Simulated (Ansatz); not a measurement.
Ga₂Se₃, relaxed as a singlet with RKS r2SCAN-D4/def2-SVP in Ansatz, starting from the GFN2-xTB geometry. Force threshold 0.02 eV/Å.

The structure comes from a short search, and lower isomers may exist.

Start:

```tsv
atom	x (Å)	y (Å)	z (Å)
Ga1	-0.2242	-1.7014	0.1262
Ga2	-1.0820	2.0704	0.4108
Se3	1.4556	1.2140	-0.6360
Se4	1.9290	-1.0307	-0.8022
Se5	-2.0784	-0.5523	0.9012
```

| step | energy (eV) | largest force component (eV/Å) | SCF passes |
| --- | --- | --- | --- |
| 1 | -300770.2909 | 1.413 | 19 |
| 2 | -300770.7165 | 0.716 | 28 |
| 3 | -300770.8100 | 0.437 | 26 |
| 4 | -300770.8270 | 0.370 | 28 |
| 5 | -300770.8687 | 0.424 | 22 |
| 6 | -300770.9563 | 0.591 | 26 |
| 7 | -300771.0958 | 0.485 | 27 |
| 8 | -300771.1210 | 0.532 | 28 |
| 9 | -300771.1338 | 0.249 | 22 |
| 10 | -300771.1405 | 0.036 | 23 |
| 11 | -300771.1407 | 0.018 | 24 |

Force components are those of the run's own axes.

End:

```xyz
5

Ga   -0.048   -0.945    0.039
Ga   -1.067    1.770    0.419
Se    1.191    1.103   -0.529
Se    2.003   -1.368   -0.824
Se   -2.080   -0.559    0.896
```

Bonds formed: Ga1–Se3 (atoms count from 1).

No frequencies were taken in this run, so the end may be a saddle point.

It took 45 s on 4 threads of Arm Neoverse V1 on a shared host.
